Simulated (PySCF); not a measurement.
AlFH4N2. Atoms are numbered in the order given.

```xyz
8

Al     0.0000     0.0000     0.0240
F      0.0000     0.0000     1.6910
N      0.0000    -1.5564    -0.8043
H      0.0000    -1.6967    -1.8070
H      0.0000    -2.4504    -0.3281
N      0.0000     1.5564    -0.8043
H      0.0000     1.6967    -1.8070
H      0.0000     2.4504    -0.3281
```
Charge 0, spin multiplicity 1.

Geometry: PBE0-D3(BJ)/def2-SVP. One conformer was computed; it need not be the lowest.

These are ωB97X/def2-TZVPD in PySCF values and carry that method's errors.

The molecule is in vacuum.

Q: Estimate the frontier levels, gap, dipole moment and polarisability. (An estimate is asked for; the answer gives what the named calculation found.)

A: 
- highest occupied level: -9.77 eV
- lowest empty level: 0.98 eV
- orbital gap: 10.75 eV
- dipole moment: 2.38 D
- quadrupole, principal values (traceless, Buckingham form, about the centre of nuclear charge): -3.08, -2.98, 6.05 D·Å
- mean static polarisability: 41.5 bohr³ (6.15 Å³)
- polarisability, principal values: 39.5, 39.6, 45.6 bohr³
